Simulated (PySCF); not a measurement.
# Electron correlation in Se⁺ (selenium, charge +1)

[Ar] 3d10 4s1 4p4, high-spin 4P determinant (an excited configuration). Calculation: PySCF 2.14, in x2c-TZVPPall (6s5p4d1f, 48 functions); scalar relativity by spin-free X2C-1e. Frozen: [Ne]; 23 electrons correlated.

```csv
level,correlation energy (mhartree)
CCSD,-276.62
(T),-12.42
CCSD(T),-289.04
```

Diagnostics: T1 = 0.0084, D1 = 0.0441, largest double amplitude 0.210.

A double-excitation amplitude exceeds 0.15, a sign of near-degeneracy.

Cost of the coupled-cluster step: of the order of 8 core-seconds, for 23 correlated electrons.

Iterations:

```
CC2 = 0
CCSD nocc = (np.int64(13), np.int64(10)), nmo = (43, 43)
frozen orbitals [[0, 1, 2, 3, 4], [0, 1, 2, 3, 4]]
max_cycle = 100
direct = 0
conv_tol = 1e-08
conv_tol_normt = 1e-06
diis_space = 8
diis_start_cycle = 0
Init t2, MP2 energy = -0.263666840879165
Init E_corr(UCCSD) = -0.26366684087955
cycle = 1  E_corr(UCCSD) = -0.258254577679305  dE = 0.0054122632  norm(t1,t2) = 0.0808722
cycle = 2  E_corr(UCCSD) = -0.269340370276904  dE = -0.0110857926  norm(t1,t2) = 0.0472785
cycle = 3  E_corr(UCCSD) = -0.273250301648915  dE = -0.00390993137  norm(t1,t2) = 0.0314422
cycle = 4  E_corr(UCCSD) = -0.276890629558039  dE = -0.00364032791  norm(t1,t2) = 0.00952249
cycle = 5  E_corr(UCCSD) = -0.276520474481313  dE = 0.000370155077  norm(t1,t2) = 0.00230901
cycle = 6  E_corr(UCCSD) = -0.276642000686532  dE = -0.000121526205  norm(t1,t2) = 0.00089773
cycle = 7  E_corr(UCCSD) = -0.276611817611324  dE = 3.01830752e-05  norm(t1,t2) = 0.000464639
cycle = 8  E_corr(UCCSD) = -0.276602097993908  dE = 9.71961742e-06  norm(t1,t2) = 0.000237047
cycle = 9  E_corr(UCCSD) = -0.276605743902726  dE = -3.64590882e-06  norm(t1,t2) = 0.00022677
cycle = 10  E_corr(UCCSD) = -0.27661686947309  dE = -1.11255704e-05  norm(t1,t2) = 0.000133872
cycle = 11  E_corr(UCCSD) = -0.276617116360894  dE = -2.46887804e-07  norm(t1,t2) = 3.53928e-05
cycle = 12  E_corr(UCCSD) = -0.2766150620578  dE = 2.05430309e-06  norm(t1,t2) = 1.1273e-05
cycle = 13  E_corr(UCCSD) = -0.276615679956105  dE = -6.17898305e-07  norm(t1,t2) = 2.51217e-06
cycle = 14  E_corr(UCCSD) = -0.276615567317307  dE = 1.12638798e-07  norm(t1,t2) = 1.32089e-06
cycle = 15  E_corr(UCCSD) = -0.276615603072992  dE = -3.57556846e-08  norm(t1,t2) = 4.33274e-07
cycle = 16  E_corr(UCCSD) = -0.276615582040269  dE = 2.10327231e-08  norm(t1,t2) = 1.58054e-07
cycle = 17  E_corr(UCCSD) = -0.276615581375781  dE = 6.64487909e-10  norm(t1,t2) = 2.01386e-08
UCCSD converged
E(UCCSD) = -2427.628087675614  E_corr = -0.276615581375781
UCCSD(T) correction = -0.0124236933608948
```

This basis was not built for core-valence correlation, so the inner-shell part is incomplete.
